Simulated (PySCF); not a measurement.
## RhCl3, triplet: molecular constants

All numbers come from UPBE0 in PySCF with Rh def2-SVP with ECP28, Cl def2-SVP; scalar-relativistic core potentials, no spin–orbit coupling; density-fitted integrals.

The structure is a minimum.

Z-matrix (Å, degrees; charge 0 multiplicity 3):
```
Rh
Cl 1 2.1992
Cl 1 2.2025 2 102.25
Cl 1 2.2025 2 102.25 3 180.00
```

* Point group: C2v
* Bond lengths: Rh–Cl 2.199 Å, Rh–Cl 2.202 Å (×2)
* Bond angles: Cl–Rh–Cl 102.2° (×2), Cl–Rh–Cl 155.5°
* Lowest empty level (β): -5.37 eV
* Principal quadrupole moments (Buckingham, traceless) about the centre of mass: -2.14, 0.31, 1.83 D Å
* Rotational symmetry number: 2
* Spin squared ⟨S²⟩: 2.029
* Principal polarisabilities: 36.5, 71.6, 103.3 bohr³
* Enthalpy at 298.15 K above 0 K: 18.12 kJ/mol
* Heat capacity Cp at 298.15 K: 76.3 J/(mol K)
* Entropy at 298.15 K and 1 bar (electronic part: spin only): 353.3 J/(mol K)
* Zero-point energy: 9.0 kJ/mol
* Atomisation energy without zero-point energy: 840 kJ/mol
* Highest occupied level (β): -8.22 eV
* Rotational constants: 0.09635, 0.05203, 0.03379 cm⁻¹
* Dipole moment: 1.01 D

Harmonic modes (masses in u: Rh 102.906, Cl 34.969):
```csv
ω (cm⁻¹),IR (km/mol),μ (u)
93,2.3,51.10
109,0.5,38.20
114,0.7,40.02
350,3.2,35.11
400,27.1,42.58
434,102,47.71
```

Charges (e):
```tsv
atom	Mulliken	Löwdin	polar tensor	spin (Mulliken)	Mayer order to Rh1
Rh1	0.29	-0.72	1.18	1.37	–
Cl2	-0.08	0.25	-0.30	0.13	1.20
Cl3	-0.11	0.23	-0.47	0.25	1.21
Cl4	-0.11	0.23	-0.41	0.25	1.23
```

Mulliken populations on Rh1 (electrons outside its core potential): s 2.51, p 6.48, d 7.72, f 0.01.

Outer orbital energies (eV). α occupied: -10.82, -10.42, -10.35, -9.57, -9.12, -8.97, -8.70, -8.65; empty: -5.14, -0.19, 0.54, 1.57. β occupied: -10.77, -10.65, -10.52, -9.96, -9.81, -9.10, -8.52, -8.22; empty: -5.37, -5.11, -4.65, -0.06.

Formally Rh is in oxidation state +3, d6, with 2 unpaired electrons (the high-spin count would be 4). The Mulliken spin on Rh is 1.37. The polar-tensor charge on Rh, 1.18, is far below the formal one.

The spin densities have lower symmetry than the nuclear frame, so modes carry no symmetry labels. Other isomers or separated fragments may lie lower. Other spin states or occupations of the open shell can lie lower.

The final relaxation and frequency run took roughly 4 core-minutes on a shared host.
